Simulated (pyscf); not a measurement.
Structures and frequencies: ωB97X-D3(BJ)/def2-SVP in PySCF. Correlated levels are frozen-core, on RHF or UHF. ΔMP2 is the change of the MP2 total energy from the triple- to the quadruple-zeta basis.

Q: :HC–CH=CH–F [singlet] -> H₂C=C=CH–F
Surface: singlet. Broken: C–H. Formed: C–H. Give ΔE‡ and ΔE from CCSD(T)/def2-TZVPP + ΔMP2(QZVPP), relative to the reactant's lowest minimum found.

A: ΔE‡ = 20.6 kcal/mol, ΔE = -50.8 kcal/mol. Zero-point energy shifts the barrier by -2.4 kcal/mol. It is a hydrogen shift, with an imaginary mode of 528i cm⁻¹. On the reactant side the descent ends in a point that may be a rotor saddle (no frequency run), 5.7 kcal/mol over the lowest minimum found and 14.8 kcal/mol under the saddle at ωB97X-D3(BJ)/def2-TZVP. One saddle was located; it need not be the lowest between these sides. A restricted singlet here is unstable towards spin polarisation, as is usual where a triplet lies low; its energy is less safe. The CCSD(T) − MP2 part came from Ansatz, without density fitting, on the same reference.
